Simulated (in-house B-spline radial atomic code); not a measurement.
Values are calculated unless marked as measured or tabulated.
# Correlation energy from the adiabatic connection: −Z exp(−kr)/r, Z = 3.56, k = 0.236

Two electrons in a singlet, external potential −Z exp(−kr)/r, Z = 3.56, k = 0.236 (atomic units). Full CI in B-splines (partial waves to l = 8, correlation up to 0.6 % small) with the density held fixed gives W(λ) = <V_ee>_λ − U, and E_c is the integral of W(λ) − W(0) from 0 to 1.

| λ | W(λ) − W(0) (hartree) |
| --- | --- |
| 0 | 0.00000 |
| 0.02 | -0.00188 |
| 0.05 | -0.00469 |
| 0.12 | -0.01118 |
| 0.25 | -0.02294 |
| 0.4 | -0.03610 |
| 0.6 | -0.05298 |
| 0.8 | -0.06915 |
| 1 | -0.08463 |

Q: Integrate the table by the trapezoid rule.

A: The strips give -0.00002, -0.00010, -0.00056, -0.00222, -0.00443, -0.00891, -0.01221, -0.01538, which sum to -0.04382 hartree. The direct value, W(1) − W(0) + T_c with T_c = 0.04077, is -0.04386; the curve is convex, so chords lie above it and the trapezoids fall short in size by 0.11 %.

Q: Now use only three numbers: W(0) = -1.9911, the initial slope W'(0) = -0.09445 (extrapolated from the first points) and the strong-coupling limit of the point-charge-plus-continuum model, W∞ = -2.8326. What do second-order theory and the interpolation W(λ) = W∞ + (W(0) − W∞)/√(1 + 2χλ) of Seidl, Perdew and Levy give?

A: Second order keeps the slope alone: E_c = W'(0)/2 = -0.04723, +8 % in size against -0.04386. Matching the slope fixes χ = W'(0)/(W∞ − W(0)) = -0.09445/(-0.84150) = 0.11224. Integrating, with s = √(1 + 2χ) = 1.106562, E_c = −(W(0) − W∞)(s − 1)/(s + 1) = −0.84150 × 0.106562/2.106562 = -0.04257 hartree, -3.0 % in size against the full result. At λ = 1 the formula gives W − W(0) = -0.08104 against -0.08463. Part of the miss can come from the model's W∞.
